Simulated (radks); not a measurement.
The numbers below are computed, except where a source is named.
Task: Radial electron density D(r) = 4 pi r^2 rho(r) of an atom or ion with 2 electrons. Level of theory: scalar-relativistic Kohn-Sham, MS2 meta-GGA, spin-polarised, spherical densities, finite nucleus; meta-GGA in the generalised Kohn-Sham scheme; Fermi nuclear charge, rms radius of each element as measured or else 0.836 A^(1/3) + 0.57 fm (a radial shooting solver on a logarithmic mesh with Libxc functionals).

```
   r/bohr * D(r) (the largest magnitude, 2.8, reaches the edge; | marks zero)
  0.03133 |  *
  0.03394 |  *
  0.03677 |   *
  0.03951 |   *
   0.0428 |    *
  0.04637 |     *
  0.05023 |     *
  0.05398 |      *
  0.05848 |       *
  0.06335 |        *
  0.06862 |          *
  0.07375 |           *
  0.07989 |             *
  0.08654 |              *
  0.09375 |                *
   0.1016 |                  *
   0.1091 |                    *
   0.1182 |                       *
   0.1281 |                         *
   0.1387 |                            *
   0.1491 |                              *
   0.1615 |                                 *
    0.175 |                                    *
   0.1895 |                                       *
   0.2037 |                                          *
   0.2207 |                                            *
    0.239 |                                               *
    0.259 |                                                 *
   0.2783 |                                                   *
   0.3015 |                                                    *
   0.3266 |                                                      *
   0.3538 |                                                      *
   0.3802 |                                                      *
   0.4118 |                                                     *
   0.4461 |                                                    *
   0.4833 |                                                  *
   0.5236 |                                               *
   0.5626 |                                            *
   0.6095 |                                        *
   0.6603 |                                    *
   0.7153 |                               *
   0.7686 |                           *
   0.8327 |                       *
    0.902 |                   *
   0.9771 |               *
     1.05 |            *
    1.138 |         *
    1.232 |      *
    1.335 |    *
    1.435 |   *
    1.554 | *
    1.684 |*
    1.824 |*
     1.96 |*
    2.123 *
      2.3 *
```

What is the nuclear charge?

Result: Z = 3. The innermost maximum, from 1s, lies near gamma/Z bohr with gamma = sqrt(1 - (Z/c)^2) = 1.000, here 0.333 bohr (found: 0.362), and its height grows with Z. The density is that of the lithium ion Li+ in [He]; the configuration itself is not fixed sharply by these data. D(r) has 1 maximum, at r = 0.362 bohr.
